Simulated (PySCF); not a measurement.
Species: C4H10GeO.
SMILES: `C/C=C\C[O][GeH3]`

Torsions of this conformer, `[CH3:1]/[CH:2]=[CH:3]\[CH2:4][O:5][GeH3:6]`: C2–C3–C4–O5 -139°, C3–C4–O5–Ge6 179°.

The closed-shell ground state was solved at several levels (PySCF, density fitting, gas phase). Isolated species at its PBE0-D3(BJ)/def2-SVP geometry (one conformer only). Relativistic effects, spin–orbit coupling among them, are left out although an element past zinc is present.

```csv
level,basis functions,HOMO (eV),LUMO (eV),gap (eV),dipole (D)
B3LYP/pcJ-1 (pcSseg-1 on Ge),276,-6.82,-0.04,6.78,1.31
wB97X-D/def2-SVPD,221,-8.89,1.67,10.56,1.35
wB97X-D/pcSseg-1,176,-8.90,1.95,10.85,1.40
```

Task: Estimate the row for PBE0/pcSseg-1, a basis of 176 functions; the other rows only guide the guess.

Result: HOMO -7.04 eV, LUMO 0.17 eV, gap 7.21 eV, dipole 1.37 D.

Task: Over all these levels, which gives the widest orbital gap and which the narrowest?

Result: wB97X-D/pcSseg-1 (range-separated hybrid) has the widest, 10.85 eV, and B3LYP/pcJ-1 (pcSseg-1 on Ge) (global hybrid, 20 % exact exchange) the narrowest, 6.78 eV. Functional and basis both differ between the two, so the spread mixes both effects.

Task: How far do the dipole and the HOMO energy spread over the levels?

Result: The dipole runs from 1.31 to 1.40 D (mean 1.36 D) and the HOMO from -8.90 to -6.82 eV.
